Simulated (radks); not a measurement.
Ionisation of the rhodium ion Rh+, [Kr] 4d8, to [Kr] 4d7 as the strength of local exchange is varied. All-electron calculation, scalar-relativistic Kohn-Sham, Slater X-alpha exchange (alpha = 2/3 is LDA exchange), no correlation, spin-unpolarised, spherical densities, finite nucleus; Fermi nuclear charge, rms radius 4.4945 fm. Program: a radial shooting solver on a logarithmic mesh with Libxc functionals.

alpha  E(Rh+) (hartree)  exchange (hartree)  IE (eV)  -e of the level emptied (eV)  <r> of it (bohr)
0.579       -4757.92697          -111.97695   17.006                   11.356 (4d)             1.600
0.583       -4758.70204          -112.76919   17.066                   11.407 (4d)             1.599
0.615       -4764.90720          -119.11629   17.547                   11.820 (4d)             1.584
0.667       -4775.00808          -129.46512   18.349                   12.512 (4d)             1.562
0.686       -4778.70419          -133.25717   18.647                   12.772 (4d)             1.554
0.919       -4824.26506          -180.22588   22.566                   16.224 (4d)             1.465

NIST Atomic Spectra Database: 18.080 eV (semi-empirical). The Delta-SCF value meets it near alpha = 0.65. Spin polarisation and multiplet splitting are left out, so open shells lie too high by an amount that depends on their filling.

Beside tabulated values, note that spin-unpolarised runs miss the spin-polarisation part of the exchange energy of open shells.
